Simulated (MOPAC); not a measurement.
MOPAC input (PM6):

```
PM6 1SCF CHARGE=1 GEO-OK AUX(PRECISION=9) THREADS=1
CF

C    -0.00000000 1   -0.00000000 1   -0.76527862 1
F     0.00000000 1    0.00000000 1    0.51018575 1
```

Task: What heat of formation does the run end on, and which ionisation energy by Koopmans theorem?

Result: 247.37 kcal/mol; 22.73 eV.
